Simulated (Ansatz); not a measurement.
`N=C(N)[SiH3]` + `NC1=NCC1` → `N=C(N)[SiH2]N` + `C1=NCC1`  (formal exchange of groups at the Si–H bond)

Calculated with Ansatz (gas phase, PBE0-D4/def2-TZVP geometries, no zero-point term in ΔE). CCSD(T)/CBS adds triple-zeta CCSD(T) − MP2 to the extrapolated MP2 energy (def2 sets, frozen cores). DFT in def2-TZVPP. B3LYP here is the variant with VWN-RPA as its local correlation; programs differ in this. One conformer a species, not always the lowest.

Q: Is it downhill or uphill in electronic energy at CCSD(T)/CBS, and by how much? (Best estimate.)

A: Computed: Downhill: ΔE = -64.1 kJ/mol.

Q: What do these levels give: PBE-D4, r2SCAN-D4, B3LYP-D4, ωB97X-V, ωB97M-V, B2PLYP, r2SCAN, MP2/def2-TZVPP, CCSD(T)/def2-TZVPP, MP2/def2-QZVPP, HF/CBS(def2), MP2/CBS(def2)? (An estimate is asked.)

A: The calculation gave: PBE-D4 -44.2, r2SCAN-D4 -50.5, B3LYP-D4 -52.6, ωB97X-V -53.2, ωB97M-V -58.3, B2PLYP -55.7, r2SCAN -50.3, MP2/def2-TZVPP -60.4, CCSD(T)/def2-TZVPP -60.3, MP2/def2-QZVPP -62.9, HF/CBS(def2) -57.1, MP2/CBS(def2) -64.2 kJ/mol.

Largest T1 diagnostic among the species: 0.014.

From PBE to PBE0 (25 % exact exchange), in def2-TZVPP and without D4, ΔE moves by −3.4 kJ/mol. In def2-TZVPP, CCSD(T) changes the Hartree–Fock value by −4.4 kJ/mol (the triples alone add +0.7 kJ/mol) and MP2 by −4.5 kJ/mol.
